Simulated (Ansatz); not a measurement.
Reaction (substitution at a C–O bond): `C[O][K]` + `C=CC(=O)O` → `C=CC(=O)OC` + `[OH][K]`

Program: Ansatz. Geometries: PBE0-D4/def2-TZVP. ΔE: electronic, gas phase. CBS: MP2 limit from def2 TZ/QZ plus the TZ coupled-cluster correction, frozen cores. For K outer-core shells are correlated without core-valence functions, which leaves a few kJ/mol of doubt a bond. Scalar relativity is left out up to krypton. One conformer a species, not always the lowest.

`C[O][K]`:

```xyz
6

C     0.479   -0.168   -0.327
O    -0.603    0.211    0.411
K    -2.369    0.830    1.617
H     0.278   -0.210   -1.419
H     1.350    0.514   -0.219
H     0.865   -1.176   -0.063
```

`C=CC(=O)O`:

Z-matrix (Å, degrees):
```
C
C 1 1.327
H 1 1.084 2 121.1
H 1 1.083 2 121.2 3 -180.0
C 2 1.474 1 124.1 3 180.0
H 2 1.083 1 122.2 3 -0.0
O 5 1.345 2 113.8 1 0.0
O 5 1.204 2 123.7 1 -180.0
H 7 0.967 5 106.1 2 -180.0
```

`C=CC(=O)OC`:

Z-matrix (Å, degrees):
```
C
O 1 1.423
H 1 1.088 2 105.9
H 1 1.091 2 110.6 3 -119.8
H 1 1.091 2 110.6 3 119.8
C 2 1.341 1 115.1 3 179.9
C 6 1.478 2 110.7 1 -180.0
O 6 1.203 2 123.5 1 0.0
C 7 1.325 6 120.5 2 180.0
H 7 1.084 6 117.0 2 -0.0
H 9 1.083 7 121.6 6 -180.0
H 9 1.084 7 120.1 6 0.0
```

`[OH][K]`:

Cartesian coordinates in Å:
```
O -0.099 -0.144 -0.380
K 0.423 0.617 1.628
H -0.324 -0.472 -1.248
```

```json
{"species": "`C[O][K]`", "CCSD(T)/CBS(def2) energy (Eh)": "-714.47647"}
{"species": "`C=CC(=O)O`", "CCSD(T)/CBS(def2) energy (Eh)": "-266.90041"}
{"species": "`C=CC(=O)OC`", "CCSD(T)/CBS(def2) energy (Eh)": "-306.14577"}
{"species": "`[OH][K]`", "CCSD(T)/CBS(def2) energy (Eh)": "-675.23723"}
```

Problem. Work out ΔE.

Solution. ΔE = (-306.14577) + (-675.23723) − (-714.47647) − (-266.90041) = -0.00612 Eh = -16.1 kJ/mol.

Largest T1 diagnostic among the species: 0.015.

At CCSD(T), def2-SVP lies +29.0 kJ/mol from the extrapolated value and def2-TZVPP +5.7 kJ/mol. Leaving LDA and LC-ωPBE aside and taking each functional with its dispersion term where it has one, the values, not all of them listed here, spread over 5.8 kJ/mol, from CAM-B3LYP-D4 to HSE06-D4. LDA lies −3.5 kJ/mol from PBE without D4.
